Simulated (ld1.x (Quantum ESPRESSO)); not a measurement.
**What one change does to a pseudopotential (W, RRKJ)**

tungsten, norm-conserving RRKJ (Kleinman–Bylander form), made with ld1.x (Quantum ESPRESSO) 7.5 (PBE, scalar-relativistic). Core [Xe] 4f14, reference 5d4 6s1.5 6p0 (charge +0.5). Waves: 6p (bound, empty): rc 2.95 bohr; 5d (bound): rc 2.35 bohr; 6s (bound): rc 2.50 bohr. Local part: the s channel. Core correction: none.

Change: wave 5d (bound): rc 2.35 bohr becomes 5d (bound): rc 2.64 bohr.

Cutoffs: the cutoffs (Ry, on a coarse ladder) from which the occupation-weighted sum of valence levels, in a spherical-Bessel basis at the reference potential, stays within 10 and 1 mRy of its value at 400 Ry; they do not see the model core or the augmentation charge, which bear on the density cutoff. Errors are all-electron minus pseudo energies relative to the spin-unpolarised reference configuration.

**Question.** What does the change do?

**Answer.** The potential gets softer (25 Ry and 30 Ry → 21 Ry and 25 Ry); of the 7 tests that both files solve, the error grows in 2 and shrinks in 2 by more than 15 % and 0.3 meV (median size 3.0 → 3.5 meV); neither file shows a bound ghost. A larger radius leaves more room for a smooth pseudo-wave, so fewer plane waves are needed.

```tsv
quantity	base	changed
cutoff, loose	25 Ry	21 Ry
cutoff, tight	30 Ry	25 Ry
loose cutoff by channel (10 mRy a level)	d 21 Ry, s 6 Ry	d 18 Ry, s 6 Ry
bound ghosts	none	none
error for 5d4 6s2 6p0, meV [ΔE -3.63 eV]	+3.0	+3.5
error for 5d4 6s1 6p0, meV [ΔE 5.25 eV]	+1.7	+2.1
error for 5d4 6s0 6p0, meV [ΔE 20.93 eV]	+61	+61
error for 5d5 6s1 6p0, meV [ΔE -2.09 eV]	-24	-16
error for 5d4 6s1 6p1, meV [ΔE 0.86 eV]	-0.2	-0.4
error for 5d4 6s0 6p2, meV [ΔE 5.63 eV]	+2.1	+0.8
error for 5d4 6s0 6p1, meV [ΔE 10.70 eV]	+12	+11
s: phases at 3.21 bohr within 0.05 rad from the reference energy up to (Ry; the scan ends near 5)	1.6	1.6
p: phases at 3.21 bohr within 0.05 rad from the reference energy up to (Ry; the scan ends near 5)	2.1	2.1
d: phases at 3.21 bohr within 0.05 rad from the reference energy up to (Ry; the scan ends near 5)	0.7	0.6
```
